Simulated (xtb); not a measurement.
C₃H₄BNO₂, SMILES C(C#N)B(C=O)O. All values are semi-empirical tight-binding results from xtb (GFN2-xTB unless named), good for trends rather than for accurate numbers. The structure is a stationary point at GFN2-xTB. This is a generated structure with no PubChem entry under its InChIKey; it may be hypothetical. Other conformers were not sampled.

```yaml
orbital_gap: 2.28 eV
dipole_moment: 3.83 D
zero_point_energy: 44.7 kcal/mol
G − E(el) at 298.15 K (modified RRHO): 24.1 kcal/mol
static polarisability (D4 model): 58.5 bohr³
solvation energy, GFN2-xTB/ALPB(water): -10.6 kcal/mol
solvation energy, GFN2-xTB/ALPB(toluene): -7.5 kcal/mol
```

**Question.** Give the IR lines (harmonic; lines under 4 % of the strongest left out, lines within 3 cm⁻¹ merged). (Estimate from the structure and the level; the computed values follow.)

**Answer.** ν (cm⁻¹): 176 (w), 453 (w), 576 (w), 682 (m), 794 (w), 863 (m), 918 (m), 1006 (w), 1064 (w), 1146 (s), 1202 (m), 1352 (w), 1384 (vs), 1401 (w), 1722 (m), 2409 (vs), 2754 (m), 3484 (m) (against the strongest line: vs over 80 %, s over 45 %, m over 15 %, w over 4 %, vw less)
